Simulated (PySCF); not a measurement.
**Do core-level shifts follow atomic charges?**

Species: 3-chlorobenzonitrile, C₇H₄ClN.
Cartesian coordinates in Å at the PBE0-D3(BJ)/def2-SVP level; atoms count from 1:
```xyz
13
C7H4ClN angstrom
N     -3.070   -1.625   -0.463
C     -2.051   -1.086   -0.334
C     -0.794   -0.418   -0.176
C     -0.739    0.984   -0.182
C      0.487    1.621   -0.028
C      1.656    0.880    0.133
C      1.590   -0.514    0.139
Cl     3.037   -1.435    0.341
C      0.375   -1.175   -0.015
H     -1.657    1.559   -0.308
H      0.537    2.712   -0.033
H      2.622    1.373    0.254
H      0.335   -2.264   -0.009
```

Binding energies: delta-SCF UKS SCAN, pcX-2 on the ionised atom, pcseg-1 elsewhere, spin-free X2C in PySCF 2.14.0. Charges: PBE0/pcSseg-1 ground-state density, for the ionised atom.

| atom | environment | C 1s (eV) | Mulliken (e) | IAO (e) | Hirshfeld (e) | ESP (e) |
| --- | --- | --- | --- | --- | --- | --- |
| C4 | aromatic CH carbon | 291.11 | +0.044 | -0.131 | -0.030 | -0.108 |
| C6 | aromatic CH carbon | 291.13 | +0.065 | -0.142 | -0.042 | +0.027 |
| C9 | aromatic CH carbon | 291.23 | +0.178 | -0.138 | -0.040 | +0.006 |
| C5 | aromatic CH carbon | 291.23 | -0.088 | -0.135 | -0.032 | -0.213 |
| C3 | substituted aromatic carbon | 292.08 | -0.265 | -0.037 | +0.014 | -0.070 |
| C2 | nitrile carbon | 292.24 | +0.152 | +0.136 | +0.078 | +0.345 |
| C7 | aromatic C–Cl carbon | 292.48 | -0.247 | -0.005 | +0.022 | -0.125 |

Problem. How well does each charge scheme correlate with the binding energies over these sites?

Solution. Hirshfeld: r = 0.87, slope 11.7 eV per e; IAO: r = 0.85, slope 4.9 eV per e; ESP: r = 0.31, slope 1.0 eV per e; Mulliken: r = -0.50, slope -1.7 eV per e. On 7 points no scheme stands out.

Problem. The point-charge model writes a binding energy as kq + V + constant, with V the potential of the other atoms' charges at the site. What does it give with the ESP charges?

Solution. V = Σ 14.40 eV Å × q/r over all other atoms: +1.26 eV at C4, -0.54 eV at C6, +0.22 eV at C9, +2.66 eV at C5, +1.28 eV at C3, -5.39 eV at C2, +0.94 eV at C7. Fitting binding energy − V to q gives k = 15.3 eV per e and leaves an rms residual of 0.77 eV, against 0.53 eV for the fit on q alone. The model has no term for differences in relaxation between sites.

Spin contamination (⟨S²⟩ against 0.75 for a pure doublet) is marked for C 1s of C2 (0.87) and C 1s of C7 (0.86), which makes these values less certain. Isolated species at its PBE0-D3(BJ)/def2-SVP geometry, gas phase.
